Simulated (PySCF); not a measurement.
This PySCF input asks for the NMR shieldings of `CO[C@@H]1COBB(Cl)O1`, C3H7B2ClO3; the geometry comes from GFN2-xTB.

```python
import basis_set_exchange as bse
import numpy as np
from pyscf import gto, dft
from pyscf.prop import nmr

atoms = """
C    -2.274654    1.210934   -0.187113
O    -1.507268    0.316622    0.601863
C    -0.393439   -0.194977   -0.042233
C     0.224820   -1.243727    0.891218
O     1.436733   -1.771418    0.401599
B     2.327911   -1.002575   -0.236847
B     1.840528    0.606413   -0.457358
Cl    2.753495    2.036322   -0.793868
O     0.513121    0.844113   -0.342451
H    -2.647134    0.707857   -1.086234
H    -3.109124    1.517099    0.438439
H    -1.685112    2.083395   -0.477200
H    -0.676921   -0.664960   -1.006992
H     0.393591   -0.772606    1.866132
H    -0.480011   -2.069772    1.014593
H     3.275866   -1.593776   -0.594957
"""
names = dict.fromkeys(["C", "O", "B", "Cl", "H"], "pcSseg-1")
basis = {el: gto.basis.parse(bse.get_basis(n, elements=[el], fmt="nwchem")) for el, n in names.items()}
mol = gto.M(atom=atoms, basis=basis, charge=0, verbose=0)
mf = dft.RKS(mol, xc="PBE0")
mf.grids.level = 2
mf.grids.alignment = dft.numint.BLKSIZE   # the property module wants whole blocks of grid points
mf.conv_tol = 1e-9
mf.kernel()

calc = nmr.RKS(mf)   # GIAO
C = mf.mo_coeff
Co = C[:, mf.mo_occ > 0]
resp = mf.gen_response(singlet=True, hermi=2)
def vind(x):   # induced exchange potential for any number of trial vectors
    d = np.einsum("pi,xij,qj->xpq", C, 2 * x.reshape(-1, C.shape[1], Co.shape[1]), Co, optimize=True)
    return np.einsum("xpq,pi,qj->xij", resp(d - d.transpose(0, 2, 1)), C, Co, optimize=True).ravel()
mo1, _ = nmr.rhf.solve_mo1(calc, with_cphf=vind)
sigma = calc.kernel(mo1)
for i, s in enumerate(sigma):   # ppm
    print("%2d %-2s %9.2f" % (i, mol.atom_pure_symbol(i), np.trace(s) / 3))
```

Problem. What are the results?

Solution. 
```
 0 C     129.30
 1 O     271.54
 2 C      83.43
 3 C     115.29
 4 O      98.71
 5 B      52.27
 6 B      61.21
 7 Cl    759.98
 8 O      81.31
 9 H      28.46
10 H      27.82
11 H      27.39
12 H      26.42
13 H      27.73
14 H      27.24
15 H      26.43
```

These numbers come from an equivalent density-fitted implementation of the same equations, which agrees with the script to about 0.01 ppm for H and up to a few tenths of a ppm for heavy atoms, so last digits may differ.

Size and cost of the density-fitted run: 195 basis functions, 19 s wall time on 1 thread of an AMD EPYC 9B45, shared host; peak memory 0.85 GiB.
